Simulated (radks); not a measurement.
The numbers below are computed, except where a source is named.
Ionisation of He, [He], to He+, 1s1, under several functionals. Dirac Kohn-Sham, spin-unpolarised, spherical densities, finite nucleus; a radial shooting solver on a logarithmic mesh with Libxc functionals.

\begin{tabular}{lrrrrrr}
functional & E(He) (hartree) & Exc (hartree) & IE (eV) & -e(HOMO) (eV) & <r> HOMO (bohr) & IE error (eV) \\ \hline
LDA (Slater exchange, VWN5 correlation) & -2.83497 & -0.97337 & 26.494 & 15.522 & 0.9592 & +1.907 \\
RPBE & -2.91088 & -1.06730 & 27.086 & 15.825 & 0.9437 & +2.498 \\
SOGGA & -2.84521 & -0.99069 & 26.433 & 15.351 & 0.9526 & +1.846 \\
exchange-only LDA & -2.72377 & -0.85284 & 24.952 & 14.068 & 0.9720 & +0.365 \\
B86b exchange with PBE correlation & -2.90296 & -1.05799 & 27.068 & 15.843 & 0.9438 & +2.481 \\
\end{tabular}

NIST Atomic Spectra Database: 24.587 eV (measured). Closest: exchange-only LDA. The Delta-SCF values span 2.13 eV, the total energies 0.19 hartree. The highest occupied level is 1s1/2. Spin polarisation and multiplet splitting are left out, so open shells lie too high by an amount that depends on their filling.

Beside tabulated values, note that spin-unpolarised runs miss the spin-polarisation part of the exchange energy of open shells.
